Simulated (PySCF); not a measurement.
Geometries of 2 isomers of FGeH7Si2, from PBE0-D3(BJ)/def2-SVP geometry optimisation, gas phase (PySCF 2.14.0). One conformer each, no zero-point energy, no frequencies.

Task: Which isomer lies lower at this level?
A.
```xyz
11
angstrom
F      0.937    1.439    1.461
Ge     1.840    0.411    0.352
Si     0.119   -0.805   -0.770
Si    -1.873    0.078    0.096
H      2.649    1.378   -0.532
H      2.772   -0.429    1.245
H      0.242   -2.265   -0.469
H      0.219   -0.601   -2.248
H     -3.050   -0.607   -0.522
H     -1.905   -0.134    1.573
H     -1.944    1.537   -0.211
```
B.
```xyz
11
angstrom
F      0.190   -1.693   -0.731
Si     0.300   -0.059   -0.670
Si    -1.783    0.820   -0.042
Ge     2.025    0.492    0.878
H      0.672    0.419   -2.038
H     -2.845    0.460   -1.029
H     -1.655    2.310    0.022
H     -2.169    0.309    1.309
H      3.367   -0.112    0.431
H      2.171    2.023    0.965
H      1.675   -0.049    2.275
```

Result: B. That is `F[Si@@H]([SiH3])[GeH3]`, 10.6 kcal/mol below the other.

```
                SMILES           atoms numbered as above       E (Eh)  relative (kcal/mol)  relative (kJ/mol)  dipole (D)
F[Si@@H]([SiH3])[GeH3]  [F:1][Si@@H:2]([SiH3:3])[GeH3:4]  -2758.95758                  0.0                0.0        1.30
 [F][GeH2][SiH2][SiH3]     [F:1][GeH2:2][SiH2:3][SiH3:4]  -2758.94077                 10.6               44.1        2.00
```

As drawn, the lower has an Si–F bond, which the higher lacks.
